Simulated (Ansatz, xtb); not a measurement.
**Relative energy of two structures of GaH6OP**

We compare X, a singlet given by its coordinates, with Y, `O[PH2+][GaH3-]`, a singlet. Both are isolated molecules in the gas phase, relaxed with B3LYP/6-31G*; the shapes shown needn't be the lowest conformers.

X (Å):

```xyz
9

Ga   -0.8607   -1.6315    0.3770
O    -0.2730   -0.7431    2.3375
P     0.8948   -1.1605   -1.1185
H    -0.9812   -0.1248    2.5845
H    -0.3061   -1.4644    2.9881
H    -0.9528   -3.1066    0.9614
H    -2.1794   -0.7519    0.2610
H     1.9291   -1.5780   -0.2294
H     0.9975    0.2156   -0.7573
```

Close contacts (Å): Ga1–O2 2.23, Ga1–P3 2.35, Ga1–H6 1.59, Ga1–H7 1.59, O2–H4 0.97, O2–H5 0.97, P3–H8 1.43, P3–H9 1.43.

Y (Å):

```yaml
atoms:
  - { symbol: Ga, position_ang: [-0.3229, -0.8890, 1.8294] }
  - { symbol: O, position_ang: [0.0409, 0.2650, -1.3576] }
  - { symbol: P, position_ang: [1.0745, -0.0412, -0.1153] }
  - { symbol: H, position_ang: [2.0702, -0.8380, -0.7296] }
  - { symbol: H, position_ang: [-0.0882, 0.2262, 2.9215] }
  - { symbol: H, position_ang: [1.8266, 1.1553, -0.0362] }
  - { symbol: H, position_ang: [-0.8593, 0.0467, -1.0505] }
  - { symbol: H, position_ang: [-1.6101, -0.7214, 0.8829] }
  - { symbol: H, position_ang: [0.2327, -2.3529, 2.0287] }
```

Quicker runs give these differences E(Y) − E(X): GFN2-xTB −34.0 kJ/mol; HF/STO-3G +45.0 kJ/mol (at GFN2-xTB geometries); r2SCAN-D4/def2-SVP +76.4 kJ/mol (at GFN2-xTB geometries).

Q: Estimate which is lower in electronic energy at CCSD(T)/def2-TZVP, and by roughly how much.

A: The CCSD(T)/def2-TZVP calculation puts structure X lower, by 50.6 kJ/mol.

How the difference moves with the method:

```json
{"level": "GFN2-xTB", "geometry": "GFN2-xTB", "E(Y) − E(X) (kJ/mol)": "−34.0", "departure from the last row (kJ/mol)": "−84.6", "job, with rough time for the two": "optimisation, 0.4 s"}
{"level": "HF/STO-3G", "geometry": "GFN2-xTB", "E(Y) − E(X) (kJ/mol)": "+45.0", "departure from the last row (kJ/mol)": "−5.6", "job, with rough time for the two": "single point, 0.58 s"}
{"level": "r2SCAN-D4/def2-SVP", "geometry": "GFN2-xTB", "E(Y) − E(X) (kJ/mol)": "+76.4", "departure from the last row (kJ/mol)": "+25.7", "job, with rough time for the two": "single point, 6.3 s"}
{"level": "B3LYP/6-31G*", "geometry": "B3LYP/6-31G*", "E(Y) − E(X) (kJ/mol)": "+56.8", "departure from the last row (kJ/mol)": "+6.1", "job, with rough time for the two": "optimisation, 2.8 min"}
{"level": "HF/def2-TZVP", "geometry": "B3LYP/6-31G*", "E(Y) − E(X) (kJ/mol)": "+40.3", "departure from the last row (kJ/mol)": "−10.3", "job, with rough time for the two": "part of the CCSD(T) run"}
{"level": "MP2/def2-TZVP", "geometry": "B3LYP/6-31G*", "E(Y) − E(X) (kJ/mol)": "+50.6", "departure from the last row (kJ/mol)": "0.0", "job, with rough time for the two": "part of the CCSD(T) run"}
{"level": "CCSD(T)/def2-TZVP", "geometry": "B3LYP/6-31G*", "E(Y) − E(X) (kJ/mol)": "+50.6", "departure from the last row (kJ/mol)": "", "job, with rough time for the two": "single point, 2.1 min"}
```

GFN2-xTB puts the two in the other order. The largest departure from CCSD(T)/def2-TZVP is that of GFN2-xTB, 84.6 kJ/mol.

With harmonic frequencies from B3LYP/6-31G* (ideal gas, rigid rotor, one conformer each, 1000 K, 1 atm): on the last row, ΔE + ΔZPE = +45.5 kJ/mol. A mode under 50 cm⁻¹ makes harmonic enthalpies and free energies unreliable, so none is given.

The correlated steps freeze 15 core orbitals; the filled d shell of Ga is correlated, in a basis made for valence electrons. Codes used: Ansatz 0.2.0, xtb 6.7.1; the last row on 1 thread of Arm Neoverse V1 on a shared host.
